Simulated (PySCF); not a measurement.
A calculated (B3LYP, PySCF 2.14, ANO-RCC-VTZP, scalar relativity by spin-free X2C-1e) atom or ion has these occupied shells.

| shell | electrons | orbital energy (eV) | rms radius, mean of both spins (bohr) |
| --- | --- | --- | --- |
| 1s α | 1 | -13368.4 | 0.0492 |
| 1s β | 1 | -13368.2 | 0.0492 |
| 2s α | 1 | -1765.0 | 0.205 |
| 2s β | 1 | -1764.8 | 0.205 |
| 2p α | 3 | -1558.2 | 0.183 |
| 2p β | 3 | -1558.0 | 0.183 |
| 3s α | 1 | -259.06 | 0.591 |
| 3s β | 1 | -258.62 | 0.591 |
| 3p α | 3 | -193.20 | 0.609 |
| 3p β | 3 | -192.83 | 0.609 |
| 3d α | 5 | -84.046 | 0.654 |
| 3d β | 5 | -83.681 | 0.654 |
| 4s α | 1 | -34.221 | 1.73 |
| 4p α | 3 | -20.126 | 2.09 |
| 4p β | 2 | -18.030 | 2.09 |

**Question.** Name the element and its charge.

**Answer.** Br⁺ (bromine, charge +1), in [Ar] 3d10 4s1 4p5, high-spin 3P determinant (an excited configuration).
